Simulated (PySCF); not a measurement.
**Au⁺: excitation energy**

Au⁺ [Xe] 4f14 5d10 (1S) → Au⁺ [Xe] 4f14 5d9 6s1 (3D), as a difference of total energies. All numbers are calculated (PySCF 2.14, a scalar-relativistic core potential, in aug-cc-pwCVTZ-PP with ECP60MDF (8s8p7d4f3g, 122 functions)). Correlated levels: valence: 5s2 5p6 frozen; valence and next inner shell: nothing frozen outside the core potential. The calculations carry no spin-orbit coupling.

```json
{"method": "UHF", "excitation energy (eV)": "2.059"}
{"method": "LDA", "excitation energy (eV)": "2.188"}
{"method": "PBE", "excitation energy (eV)": "2.157"}
{"method": "PBE0", "excitation energy (eV)": "2.261"}
{"method": "r2SCAN", "excitation energy (eV)": "1.998"}
{"method": "revPBE", "excitation energy (eV)": "2.173"}
{"method": "MN15", "excitation energy (eV)": "2.099"}
{"method": "PW91", "excitation energy (eV)": "2.147"}
{"method": "MP2 (valence)", "excitation energy (eV)": "2.631"}
{"method": "SCS-MP2 (valence)", "excitation energy (eV)": "2.714"}
{"method": "MP2 (valence and next inner shell)", "excitation energy (eV)": "2.377"}
{"method": "SCS-MP2 (valence and next inner shell)", "excitation energy (eV)": "2.452"}
```

Question: How much does correlation contribute at MP2 (valence and next inner shell)?

Answer: 2.377 − (2.059) = 0.318 eV, measured against UHF.
